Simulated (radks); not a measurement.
Results of a calculation; reference values are marked as such.
Radial electron density D(r) = 4 pi r^2 rho(r) of an atom or ion with 55.75 electrons. Level of theory: Dirac Kohn-Sham, PBEsol, spin-unpolarised, spherical densities, finite nucleus; Fermi nuclear charge, rms radius of each element as measured or else 0.836 A^(1/3) + 0.57 fm (a radial shooting solver on a logarithmic mesh with Libxc functionals).

| r (bohr) | D(r) (e/bohr) |
|---|---|
| 0.002856 | 14.26 |
| 0.00384 | 21.83 |
| 0.005162 | 32.17 |
| 0.00694 | 45.04 |
| 0.009257 | 58.57 |
| 0.01245 | 70.39 |
| 0.01673 | 76.03 |
| 0.0225 | 73.54 |
| 0.03025 | 67.56 |
| 0.04034 | 68.91 |
| 0.05424 | 83.36 |
| 0.07292 | 97.20 |
| 0.09804 | 89.63 |
| 0.1308 | 72.67 |
| 0.1758 | 76.42 |
| 0.2364 | 81.88 |
| 0.3178 | 53.08 |
| 0.4272 | 29.88 |
| 0.5698 | 34.49 |
| 0.7661 | 27.77 |
| 1.03 | 12.89 |
| 1.385 | 8.336 |
| 1.862 | 6.017 |
| 2.483 | 2.689 |
| 3.339 | 0.7721 |
| 4.489 | 0.1773 |
| 6.035 | 0.02780 |
| 8.114 | 0.001938 |

What is the nuclear charge?

Answer. Z = 57. The innermost maximum, from 1s, lies near gamma/Z bohr with gamma = sqrt(1 - (Z/c)^2) = 0.909, here 0.016 bohr (found: 0.0176), and its height grows with Z. The density is that of the lanthanum ion La1.25+ in [Ar] 3d(3/2: 4, 5/2: 5.75) 4s2 4p6 4d10 5s2 5p6 5d2; the configuration itself is not fixed sharply by these data, and Z only to a few units. D(r) has 4 maxima, at r = 0.0176, 0.0771, 0.218, 0.608 bohr, and minima at 0.0341, 0.144, 0.445 bohr, inside which lie 2.02, 11.16, 28.72 electrons.
